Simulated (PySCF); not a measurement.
Rows and methods have been separated. Pair them.

[CrO3Br]- (charge -1 and singlet state).
Structure used (PBE0-D3(BJ)/def2-SVP), in Å, numbered top down from 1:
```
atom  x, y, z in Å
Cr1    0.081    0.155    0.083
O2    -0.021   -0.021    1.637
O3     1.574    0.187   -0.391
O4    -0.696    1.429   -0.397
Br5   -0.938   -1.750   -0.931
```

The closed-shell ground state was solved 3 times with PySCF (density fitting, gas phase), always in the pcSseg-1 (pcSseg-2 on Cr) basis (165 functions), with these functionals: B3LYP, PBE and PBE0. The geometry's basis has no diffuse functions, a weakness for an anion. Relativistic effects, spin–orbit coupling among them, are left out although an element past zinc is present. No diffuse functions stand in pcSseg-1 (pcSseg-2 on Cr), which bears on an anion's orbital energies.

```csv
row,total energy (Eh),HOMO (eV),LUMO (eV)
P,-3844.2904,-3.06,2.20
Q,-3843.4847,-1.63,1.67
R,-3843.4647,-3.38,2.39
```

Q: Which functional belongs to which row?

A: P = B3LYP, Q = PBE, R = PBE0. By rising HOMO–LUMO gap: PBE (GGA) 3.30 eV; B3LYP (global hybrid, 20 % exact exchange) 5.26 eV; PBE0 (global hybrid, 25 % exact exchange) 5.77 eV. Total energies of different functionals aren't bounds to one another; each is stationary for its own functional.
